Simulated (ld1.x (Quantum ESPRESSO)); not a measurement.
**What the settings do to the ultrasoft potential of phosphorus (P)**

Base potential:

ld1.x (Quantum ESPRESSO) 7.5 input, shortened:

```
&input
   title='P', zed=15., rel=1, dft='PBE', iswitch=3,
   config='[Ne] 3s1.75 3p3.25 3d-2'
 /
 &inputp
   pseudotype=3, tm=.true., lloc=-1, rcloc=2.15,
   nlcc=.false.,
   which_augfun='PSQ', rmatch_augfun=1.30
 /
5
3S  1  0   1.75   0.00  1.40  1.65  0.0
3S  1  0   0.00   1.35  1.40  1.65  0.0
3P  2  1   3.25   0.00  1.95  2.20  0.0
3P  2  1   0.00   2.70  1.95  2.20  0.0
3D  3  2  -2.00  -0.20  1.80  2.10  0.0
 &test
   configts(1)='3s1.75 3p3.25'
 /
```

All-electron outer shells of the reference configuration (PBE, scalar-relativistic, ld1.x):

| shell | level (eV) | outermost node (bohr) | outermost maximum (bohr) |
| --- | --- | --- | --- |
| 2s | -174.38 | 0.14 | 0.42 |
| 2p | -124.88 | – | 0.36 |
| 3s | -14.15 | 0.65 | 1.58 |
| 3p | -5.65 | 0.64 | 1.83 |

Cutoffs, loose and tight: the cutoffs (Ry, on a coarse ladder) from which the occupation-weighted sum of valence levels, in a spherical-Bessel basis at the reference potential, stays within 10 and 1 mRy of its value at 400 Ry. They do not see the model core or the augmentation charge, which bear on the density cutoff. Test errors are all-electron minus pseudo excitation energies from the reference, over the configurations 3s2 3p3; 3s2 3p2; 3s2 3p1; 3s2 3p2.5; 3s0 3p5; 3s1 3p0; 3s2 3p0. A dash means not determined; rows that change the core or the reference have their own tests.

Cutoffs are not given where the Bessel-basis levels miss the radial ones by over 6 mRy, ghosts where they miss by over 20 mRy; a channel whose overlap is not positive is not tested.

A file whose overlap is not positive is unfit for use, and its test errors describe a broken file.

```tsv
change	outcome	cutoff, loose	cutoff, tight	bound ghosts	largest test error (meV)
base	generated, overlap not positive	–	–	not determined (overlap not positive)	+101
wave 3s channel at 1.35 Ry: rcut 1.40, rcutus 1.65 bohr becomes 3s channel at 5.41 Ry: rcut 1.40, rcutus 1.65 bohr	generated, overlap not positive	–	–	not determined (overlap not positive)	+104
reference 3s2 3p2; added wave 3d channel at 0.85 Ry: rcut 1.80, rcutus 2.10 bohr	generated, overlap not positive	–	–	not determined (overlap not positive)	+8.1
local potential all-electron potential smoothed inside 0.98 bohr (lloc = -1)	generated, overlap not positive	–	–	not determined (overlap not positive)	+101
wave 3d channel at -0.2 Ry: rcut 1.80, rcutus 2.10 bohr becomes 3d channel at -0.2 Ry: rcut 1.80, rcutus 2.50 bohr	generated, overlap not positive	–	–	not determined (overlap not positive)	+101
core correction a·sin(br)/r model core inside 1.90 bohr	generated, overlap not positive	–	–	not determined (overlap not positive)	+76
augmentation PSQ, radius 1.25 bohr	generated, overlap not positive	–	–	not determined (overlap not positive)	+87
waves 3p (bound): rcut 1.95, rcutus 3.12 bohr; 3p channel at 2.7 Ry: rcut 1.95, rcutus 3.12 bohr	generated	10 Ry	15 Ry	none	+124
waves 3s (bound): rcut 1.40, rcutus 1.76 bohr; 3s channel at 1.35 Ry: rcut 1.40, rcutus 1.76 bohr	generated, overlap not positive	–	–	not determined (overlap not positive)	+105
local potential all-electron potential smoothed inside 1.90 bohr (lloc = -1)	generated, overlap not positive	–	–	not determined (overlap not positive)	+101
type TM; waves now 3s (bound): rc 1.65 bohr; 3p (bound): rc 2.20 bohr; 3d channel at -0.2 Ry: rc 2.10 bohr; local potential all-electron potential smoothed inside 2.10 bohr (lloc = -1)	generated	18 Ry	45 Ry	none	+192
all radii scaled by about 0.85 (s 1.40, p 1.88, d 1.78 bohr, rcut 1.20/1.66/1.54); local potential all-electron potential smoothed inside 1.84 bohr (lloc = -1); augmentation PSQ, radius 1.10 bohr	generated	18 Ry	25 Ry	none	+53
```
